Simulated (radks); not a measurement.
Species: Rh8+. Configuration: [Kr] 4d1 (the NIST ground configuration). Method: Dirac Kohn-Sham, BLYP, spin-unpolarised, spherical densities, finite nucleus; open shells fill j = l - 1/2 first; Fermi nuclear charge, rms radius 4.4945 fm; computed with a radial shooting solver on a logarithmic mesh with Libxc functionals.

Spin-orbit splittings of the eigenvalues, e(l+1/2) - e(l-1/2), with zeta = 2 splitting/(2l+1) and mean radii in bohr:

shell  occ.  splitting (eV)  zeta (eV)  <r> j=l-1/2  <r> j=l+1/2
2p        6           144.7      96.45       0.1203       0.1251
3p        6           25.01      16.68       0.3823       0.3929
3d       10           4.954      1.982       0.3667       0.3702
4p        6           4.697      3.131       0.9806        1.003
4d        1          0.7386     0.2955        1.135        1.142
5p        0           1.307     0.8716        2.045        2.076
